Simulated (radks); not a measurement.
All-electron atom: the tungsten ion W2+ in [Xe] 4f14 5d4. All-electron calculation, Dirac Kohn-Sham, PBE, spin-unpolarised, spherical densities, finite nucleus; open shells fill j = l - 1/2 first; Fermi nuclear charge, rms radius 5.3658 fm. Program: a radial shooting solver on a logarithmic mesh with Libxc functionals.

Spin-orbit splittings of the eigenvalues, e(l+1/2) - e(l-1/2), with zeta = 2 splitting/(2l+1) and mean radii in bohr:

| shell | occ. | splitting (eV) | zeta (eV) | <r> j=l-1/2 | <r> j=l+1/2 |
|---|---|---|---|---|---|
| 2p | 6 | 1353 | 901.8 | 0.06365 | 0.07161 |
| 3p | 6 | 292.5 | 195.0 | 0.1906 | 0.2053 |
| 3d | 10 | ? | ? | 0.1797 | 0.1842 |
| 4p | 6 | 67.78 | 45.19 | 0.4546 | 0.4878 |
| 4d | 10 | 12.49 | 4.996 | 0.5047 | 0.5161 |
| 4f | 14 | 2.237 | 0.6392 | 0.6031 | 0.6128 |
| 5p | 6 | 9.784 | 6.522 | 1.178 | 1.281 |
| 5d | 4 | 0.8235 | 0.3294 | 1.855 | 1.914 |

Estimate the 3d splitting.

Answer. 63.61 eV (zeta = 25.44 eV).
